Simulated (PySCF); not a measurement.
Si(F)(Cl)(OH)2 (ClFH2O2Si), SMILES O[Si](O)(F)Cl.

Geometry optimised at r2SCAN-D4/def2-SVP. One conformer was computed; it need not be the lowest.

All values below come from TDA-M06-2X/def2-SVPD (PySCF 2.14.0).

Vertical excitations. 

```tsv
state	energy (eV)	λ (nm)	f	main pairs
S1	8.35	149	0.034	HOMO→LUMO 75 %
S2	8.45	147	0.027	HOMO−1→LUMO 72 %
S3	8.90	139	0.013	HOMO−2→LUMO 62 %
S4	9.17	135	0.110	HOMO−3→LUMO 39 %, HOMO−2→LUMO+1 16 %, HOMO→LUMO+2 14 %
S5	9.61	129	0.020	HOMO→LUMO+1 53 %
S6	9.69	128	0.038	HOMO−1→LUMO+2 28 %, HOMO−4→LUMO 21 %, HOMO−1→LUMO+1 12 %, HOMO−1→LUMO+9 6 %
S7	9.75	127	0.029	HOMO−1→LUMO+1 36 %, HOMO−5→LUMO 11 %, HOMO→LUMO+2 10 %, HOMO−3→LUMO 9 %
S8	9.93	125	0.017	HOMO→LUMO+2 37 %, HOMO−3→LUMO 12 %, HOMO→LUMO 10 %, HOMO→LUMO+1 6 %
S9	9.99	124	0.086	HOMO−5→LUMO 37 %, HOMO−4→LUMO 14 %, HOMO−5→LUMO+1 11 %, HOMO−3→LUMO 7 %
S10	10.09	123	0.017	HOMO−1→LUMO+2 22 %, HOMO−1→LUMO+1 18 %, HOMO−5→LUMO 10 %, HOMO−1→LUMO 8 %
T1	8.03	154	0	HOMO→LUMO 62 %
T2	8.15	152	0	HOMO−1→LUMO 57 %
T3	8.53	145	0	HOMO−2→LUMO 56 %
T4	8.69	143	0	HOMO−3→LUMO 36 %, HOMO→LUMO+2 14 %, HOMO−2→LUMO+1 12 %, HOMO−1→LUMO+1 6 %
```
Triplets are in the Tamm–Dancoff approximation.
